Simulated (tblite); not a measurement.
C₇H₁₅S (charge -1).
Numbering: `[CH3:1][CH2:2][CH2:3][C@@H:4]([CH2:5][CH3:6])[CH2:7][S-:8]` (hydrogens: H9, H10, H11 on C1; H12, H13 on C2; H14, H15 on C3; H16 on C4; H17, H18 on C5; H19, H20, H21 on C6; H22, H23 on C7)

A start from a force field or distance geometry was refined with GFN2-xTB geometry optimisation, gas phase (tblite 0.8.0). Values at the start:

```tsv
coordinate	start
C1–H9	1.107 Å
C2–C3	1.492 Å
C2–H12	1.105 Å
C2–H13	1.112 Å
C3–C4	1.489 Å
C3–H14	1.120 Å
C3–H15	1.114 Å
C4–C5	1.502 Å
C4–C7	1.514 Å
C4–H16	1.142 Å
C5–C6	1.502 Å
C5–H17	1.122 Å
C5–H18	1.125 Å
C6–H19	1.117 Å
C7–S8	1.783 Å
C7–H22	1.122 Å
C1–C2–C3	110.7°
C2–C3–C4	114.7°
C3–C4–C5	110.1°
C3–C4–C7	114.7°
C4–C5–C6	114.3°
C4–C7–S8	108.3°
C5–C4–C7	109.3°
C1–C2–C3–C4	180°
C2–C3–C4–C5	180°
C3–C4–C5–C6	-59°
C3–C4–C7–S8	179°
```

Task: How do these coordinates change at the GFN2-xTB level?

Result: 
```
 coordinate  GFN2-xTB (Å or °)  change
      C3–C4              1.535  +0.046
     C4–H16              1.097  -0.045
      C2–C3              1.526  +0.034
     C5–H18              1.095  -0.030
     C6–H19              1.088  -0.029
      C4–C5              1.531  +0.029
     C5–H17              1.095  -0.027
     C3–H14              1.095  -0.025
      C7–S8              1.807  +0.024
     C7–H22              1.098  -0.024
     C2–H13              1.091  -0.021
      C5–C6              1.523  +0.021
      C4–C7              1.534  +0.020
     C3–H15              1.095  -0.019
      C1–H9              1.089  -0.018
     C2–H12              1.093  -0.012
   C4–C7–S8              112.7    +4.4
   C3–C4–C7              111.8    -2.9
   C3–C4–C5              111.4    +1.3
   C1–C2–C3              112.0    +1.3
   C2–C3–C4              113.6    -1.1
   C5–C4–C7              108.8    -0.5
   C4–C5–C6              114.1    -0.2
C3–C4–C5–C6                -76     -17
C2–C3–C4–C5                164     -16
C3–C4–C7–S8                177      -2
C1–C2–C3–C4               -179      +1
```

The energy falls by 47.1 kJ/mol over 131 L-BFGS steps, the largest force on an atom goes from 1.84 to 0.009 eV/Å, and the atoms move by 0.393 Å rms after alignment. Among the bonds, C3–C4 and C4–H16 change most and about equally (-0.045 to +0.046 Å). Bonds longer at the end by more than 0.005 Å: 8 of 22; shorter: 13. Among the dihedrals that turn most is H9–C1–C2–C3, from -30° to -60°. Rotational constants go from 2121, 937.7, 683.9 to 2015, 887.0, 654.6 MHz.

On one thread, Arm Neoverse N1 (aarch64), no GPU, on a shared host, this took 1.6 s.

Its GFN2-xTB frequencies are all real (lowest 56 cm⁻¹). 3 starts were optimised and ended at 0.00, 0.52 and 0.54 kcal/mol (GFN2-xTB); the lowest of these is shown.

One conformer stands for the species.

The numbers are calculated, not measured.
